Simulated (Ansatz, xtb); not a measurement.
**Relative energy of two isomers of CH7GaO4**

Structure I: `C[OH+][Ga-]([OH])([OH])[OH]`, a singlet. Structure II: `C[O][Ga-]([OH])([OH])[OH2+]`, a singlet. Both are isolated molecules in the gas phase, relaxed with PBE0-D4/def2-SVP; the shapes shown needn't be the lowest conformers.

I (Å):

```xyz
13

C    -1.4033    1.8243    1.6006
Ga   -1.2147   -0.6055   -0.2394
O    -0.4930    0.9510    0.9433
O    -0.8561   -2.1644    0.5571
O    -0.0838    0.1558   -1.4457
O    -2.9392   -0.1262   -0.3758
H    -0.9181    2.7894    1.8067
H    -1.6700    1.3540    2.5558
H    -2.3180    1.9622    1.0048
H    -0.0961    1.3633    0.1502
H     0.0711   -2.4128    0.4960
H    -0.4350    0.2237   -2.3380
H    -3.5397   -0.7735    0.0060
```

II (Å):

```xyz
13

C    -2.5764    0.9679   -1.1265
Ga   -0.1469   -0.4645   -0.5892
O    -1.7074    0.3938   -0.2010
O     1.1715    0.5471   -1.2639
O    -0.0900   -2.2251   -0.8775
O     0.2191    0.0604    1.3977
H    -2.0809    1.7174   -1.7739
H    -3.0474    0.2174   -1.7914
H    -3.3956    1.4841   -0.5957
H     1.7833    0.0574   -1.8217
H    -0.8660   -2.6912   -0.5524
H     0.9476    0.6955    1.3333
H    -0.6064    0.5912    1.3916
```

Problem. Which of the two would you expect CCSD(T)/def2-SVP + ΔMP2/def2-TZVPP electronic energies to favour?

Solution. Structure I; the calculation gives E(II) − E(I) = +3.2 kcal/mol.

How the difference moves with the method:

```csv
level,geometry,E(II) − E(I) (kcal/mol),departure from the last row (kcal/mol),"job, with rough time for the two"
PBE0-D4/def2-SVP,PBE0-D4/def2-SVP,+1.3,−1.9,"optimisation, 2 min"
HF/def2-SVP,PBE0-D4/def2-SVP,+2.1,−1.2,part of the CCSD(T) run
MP2/def2-SVP,PBE0-D4/def2-SVP,+1.6,−1.6,part of the CCSD(T) run
CCSD(T)/def2-SVP,PBE0-D4/def2-SVP,+1.6,−1.6,single point
CCSD(T)/def2-SVP + ΔMP2/def2-TZVPP,PBE0-D4/def2-SVP,+3.2,,"single point, 2.5 min"
```

As drawn, both hold the same kinds of bond in the same numbers.

The levels shown agree on the order. The largest departure from CCSD(T)/def2-SVP + ΔMP2/def2-TZVPP is that of PBE0-D4/def2-SVP, 1.9 kcal/mol. Levels run at GFN2-xTB geometries aren't shown. The last row adds to CCSD(T) the change of the MP2 difference between the two basis sets, here +1.6 kcal/mol.

With thermal terms from frequencies at re-optimised GFN2-xTB minima (ideal gas, soft modes damped towards free rotors, one conformer each, 298.15 K, 1 atm): on the last row, ΔE + ΔZPE = +2.8, ΔH = +2.9, ΔG = +2.8 kcal/mol.

The correlated steps freeze 14 core orbitals; the filled d shell of Ga is correlated, in a basis made for valence electrons. Run with Ansatz 0.2.0, xtb 6.7.1; the last row on 2 threads of Arm Neoverse V2 on a shared host.
